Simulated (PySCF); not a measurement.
B2BrH4N.
Cartesian coordinates in Å at the PBE0-D3(BJ)/def2-SVP level; atoms count from 1:
```
atom  x, y, z in Å
B1    -1.2809    0.3027    0.4537
N2    -0.0124   -0.2460    0.1288
B3     1.1547   -0.1254    0.9199
Br4    2.7932   -0.9164    0.3141
H5    -2.2026    0.1373   -0.3084
H6    -1.4033    0.9208    1.4817
H7     0.0724   -0.7622   -0.7431
H8     1.1518    0.4624    1.9668
```

Computed with PBE0-D3(BJ)/def2-SVP geometry optimisation, gas phase in PySCF.

Take the most abundant isotopes and a rigid rotor. The values belong to one conformer with, in the numbering `[BH2:1][NH:2][BH:3][Br:4]`, B1–N2–B3–Br4 -179°.

(1) Give the principal moments of inertia and the rotational constants in MHz.

(2) What kind of rotor is it?

(3) Is it planar, by Δ = Ic − Ia − Ib?

(4) Which types of transition are allowed, and where do some lines up to J = 4 fall?

Results:

(1) Ia = 12.71, Ib = 285.20, Ic = 297.91 u·Å²; 505379 MHz·u·Å²/I gives A = 39754, B = 1772, C = 1696 MHz.

(2) A near-prolate asymmetric top: κ = (2 × 1772 − 39754 − 1696)/(39754 − 1696) = -1.00.

(3) Planar: Δ = Ic − Ia − Ib = 0.00 u·Å². For a rigid frame Δ = −2 Σ m c², so it vanishes when all atoms lie in the ab plane; here none is more than 0.01 Å from it.

(4) The dipole components are |μa| = 0.54 D, |μb| = 0.96 D, |μc| = 0.00 D; the mirror of this Cs structure is the ab plane, so μc vanishes by symmetry (the 0.01 D computed is a residue) and there are no c-type lines. The squared components, which scale the intensities, stand as 0.31 : 1.00 (a : b). Some lines, for components of 0.1 D or more:

```
type  branch         J(Ka,Kc)     MHz  lower level (cm⁻¹)
   a       Q  4(1,3) ← 4(1,4)     756               2.413
   a       R  2(1,2) ← 1(1,1)    6861               1.383
   a       R  2(0,2) ← 1(0,1)    6937               0.116
   a       R  2(1,1) ← 1(1,0)    7012               1.385
   a       R  3(2,2) ← 2(2,1)   10405               5.420
   a       R  3(1,2) ← 2(1,1)   10519               1.619
   a       R  4(1,4) ← 3(1,3)   13722               1.955
   a       R  4(3,1) ← 3(3,0)   13874              12.108
   b       Q  3(1,2) ← 3(0,3)   38247               0.694
   b       R  3(1,3) ← 2(0,2)   48198               0.347
   b       Q  3(2,1) ← 3(1,2)  113834               1.970
   b       R  2(2,0) ← 1(1,1)  121034               1.383
   b       R  3(2,2) ← 2(1,1)  124352               1.619
   b       R  4(2,3) ← 3(1,2)  127707               1.970
   b       Q  3(3,1) ← 3(2,2)  190100               5.767
   b       Q  4(4,0) ← 4(3,1)  266139              12.571
   b       R  4(4,1) ← 3(3,0)  280013              12.108
```

Whether it is a minimum is left open (no frequencies). Constants of a rigid frame at the computed geometry: no zero-point averaging, no centrifugal distortion. Quadrupole hyperfine structure (11B, 14N, 79Br) is left out.
